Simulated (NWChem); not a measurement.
Species: AlH2O2F; SMILES [OH][Al]([OH])[F]

```xyz
6

Al     0.0224     0.0061     0.0000
F      1.1415     1.2199     0.0000
O      0.5787    -1.6005     0.0000
H     -0.0665    -2.3186     0.0000
O     -1.6462     0.3500     0.0000
H     -1.9573     1.2636     0.0000
```
Atoms are numbered in this order, from 1.

Computed with NWChem. The geometry was optimised at B3LYP/6-31G* (spherical d). Level B3LYP/def2-SVP: energy and gradient on several grids; changes count from the extra-fine grid, which is no exact limit either.

| grid | size of the energy change (μHa) | largest change of a gradient component (μHa/bohr) | time, medium = 1 (rough) |
|---|---|---|---|
| xcoarse | 1000 | 4000 | about 1 |
| coarse | 40 | 200 | about 1 |
| medium | < 10 | < 30 | about 1 |
| fine | < 10 | < 30 | about 1 |
| xfine | < 10 | < 30 | 2 |
